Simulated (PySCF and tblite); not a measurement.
C6H11FO, numbered as in [CH3:1][C@@H:2]1[CH2:3][CH2:4][C@H:5]([F:6])[CH2:7][O:8]1.

Level: B3LYP-D3(BJ)/def2-SVP (IEF-PCM, benzene)//GFN2-xTB, thermal terms from GFN2-xTB, symmetry numbers and mirror pairs counted. Conformers within 2.5 kcal/mol (GFN2-xTB free energy) were kept, 3 at most. Couplings: B3LYP/6-31G* with pcJ-1 on H, F (gas phase; spin-dipole term only for pairs with B, N, F, Si or P). Couplings are for ¹⁹F, ¹H. H–H couplings come out 0.1 to 0.9 Hz lower than with pcJ-1 on all atoms. Of two unlike H on one atom, a is the less shielded (wB97X-D/pcSseg-1 (IEF-PCM, benzene)). Programs: PySCF with density fitting and tblite.

The 6-ring runs over atoms 2–3–4–5–7–8.

```tsv
conformer	shape	weight %
1	6-ring chair (F6 axial)	98.5
2	6-ring chair (C1 axial)	1.5
3	6-ring twist-boat (ring torsions 64, -36, -26, 66, -36, -28°)	0.0
```

Dihedral angles along the coupling paths:

```csv
coupling,conformer,dihedral (°)
"³J(H4a,F6)",1,-50
"³J(H4a,F6)",2,54
"³J(H4a,F6)",3,-38
"³J(H4b,F6)",1,-168
"³J(H4b,F6)",2,-64
"³J(H4b,F6)",3,-157
"³J(F6,H7b)",1,167
"³J(F6,H7b)",2,65
"³J(F6,H7b)",3,97
"³J(F6,H7a)",1,48
"³J(F6,H7a)",2,-55
"³J(F6,H7a)",3,-22
"³J(H2,H3b)",1,-62
"³J(H2,H3b)",2,46
```

**Question.** What are these vicinal couplings in each conformer, and averaged?

**Answer.** 
```tsv
coupling	conformer	dihedral (°)	J (Hz)	average (Hz)
³J(H4a,F6)	1	-50	11.1	11.1
³J(H4a,F6)	2	54	10.5	11.1
³J(H4a,F6)	3	-38	24.2	11.1
³J(H4b,F6)	1	-168	36.2	35.7
³J(H4b,F6)	2	-64	5.0	35.7
³J(H4b,F6)	3	-157	38.2	35.7
³J(F6,H7b)	1	167	36.1	35.6
³J(F6,H7b)	2	65	0.2	35.6
³J(F6,H7b)	3	97	5.4	35.6
³J(F6,H7a)	1	48	13.5	13.4
³J(F6,H7a)	2	-55	4.3	13.4
³J(F6,H7a)	3	-22	25.4	13.4
³J(H2,H3b)	1	-62	1.8	1.8
³J(H2,H3b)	2	46	6.5	1.8
```

For its torsions the set is small; conformers may be missing.

Computed couplings to fluorine can be off by tens of per cent at such levels.


Conformer gaps in def2-SVP on xTB geometries can be 2 kcal/mol too large for S=O, P=O and other polar bonds.